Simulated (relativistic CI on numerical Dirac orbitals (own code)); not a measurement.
## Pd⁺: 4s photoemission

Computed with this model: Dirac-Coulomb-Breit CI, KLI orbitals optimised for each configuration, model QED, valence Slater integrals scaled by 0.7, multiplet model of photoemission in the sudden approximation; configurations [Kr] 4d9 → [Ar] 3d10 4s 4p6 4d9; 300 K; Lorentzian 2 eV and Gaussian 0.6 eV FWHM. Energies are those of the free ion, without screening or charge transfer. The energies are binding energies and can lie tens of eV above those of solids. Without intra-shell correlation the exchange splitting of an s hole comes out too large, often by half or more. S is read from ⟨S²⟩ = S(S + 1).

free ion: ground-state S = 0.50, centroid 112.10 eV. Peaks (eV, height): 111.6 (100), 114.0 (40).

Strongest unbroadened transitions for free ion:

```tsv
Energy (eV)	Relative strength
111.45	100.0
111.70	35.1
114.27	36.3
```
